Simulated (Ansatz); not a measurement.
Born–Oppenheimer molecular dynamics of AlClH$_{10}$O$_{2}$Si$_{3}$ (17 atoms, charge 0, multiplicity 1). It starts at the highest image of a converged band. Of that band: Beside the main top the profile has a ripple of under 15 meV (maxima at images 3, 5), which may be a very shallow well or noise. Neighbouring images differ by up to 2.5 eV, so the band resolves the path poorly. A vibrational analysis at the climbing image gives one clearly imaginary mode, 1156i cm⁻¹: a first-order saddle point.

These are results of Ansatz 0.2.0, RHF/6-31G*, not measurements.

```json
{
 "ensemble": "NVE (velocity Verlet)",
 "time step": "0.5 fs",
 "steps asked": "200",
 "starting velocities drawn for": "100 K",
 "seed": "11620"
}
```

First frame:

```xyz
17
Properties=species:S:1:pos:R:3
Al -0.273 0.315 -0.023
O -0.782 0.314 1.706
Si -1.155 -0.791 2.886
H -2.615 -0.920 3.017
H -0.567 -2.096 2.546
H -0.599 -0.308 4.163
O 1.250 -0.386 -0.292
Si 2.377 -1.385 -0.895
H 1.789 -2.674 -1.310
H 3.038 -0.778 -2.069
H 3.412 -1.656 0.123
Cl -1.853 -0.353 -1.300
Si -0.252 2.812 0.284
H -1.362 3.739 -0.008
H -0.719 2.601 1.906
H 0.912 3.648 0.637
H -0.767 1.716 1.899
```

(1) How far do the bonds stretch over the last three quarters of this one trajectory? (Pairs bonded in most of those frames.)

Answers

(1) 
| bond | mean (Å) | spread (Å) | shortest | longest |
| --- | --- | --- | --- | --- |
| Al1–O2 | 2.228 | 0.126 | 1.94 | 2.35 |
| Al1–O7 | 1.703 | 0.028 | 1.64 | 1.74 |
| Al1–Cl12 | 2.146 | 0.035 | 2.09 | 2.20 |
| Al1–Si13 | 2.516 | 0.062 | 2.43 | 2.61 |
| O2–Si3 | 1.710 | 0.034 | 1.64 | 1.75 |
| O2–H17 | 0.990 | 0.099 | 0.83 | 1.12 |
| Si3–H4 | 1.468 | 0.004 | 1.46 | 1.48 |
| Si3–H5 | 1.462 | 0.007 | 1.45 | 1.47 |
| Si3–H6 | 1.471 | 0.014 | 1.45 | 1.49 |
| O7–Si8 | 1.623 | 0.023 | 1.59 | 1.67 |
| Si8–H9 | 1.477 | 0.015 | 1.45 | 1.50 |
| Si8–H10 | 1.478 | 0.007 | 1.46 | 1.49 |
| Si8–H11 | 1.479 | 0.015 | 1.46 | 1.50 |
| Si13–H14 | 1.482 | 0.016 | 1.46 | 1.51 |
| Si13–H15 | 1.512 | 0.080 | 1.38 | 1.64 |
| Si13–H16 | 1.484 | 0.021 | 1.45 | 1.52 |

Pairs bonded in part of these frames only: Al1–O2 77 %.

Mean temperature of the second half: 432 K. The conserved energy stayed within 0.9 meV per atom of its start (net change -0.46 meV per atom), so the integration is sound. The kinetic energy rose, since the run started high on the potential surface and went downhill. A run of 0.1 ps of so small a system gives no equilibrium averages. The orbitals stay closed-shell, which can raise the energy where a bond breaks towards radicals; this wasn't checked here.

Run time: 6.4 min on 4 threads of Arm Neoverse V2, on a shared host, peak memory 0.47 GiB.
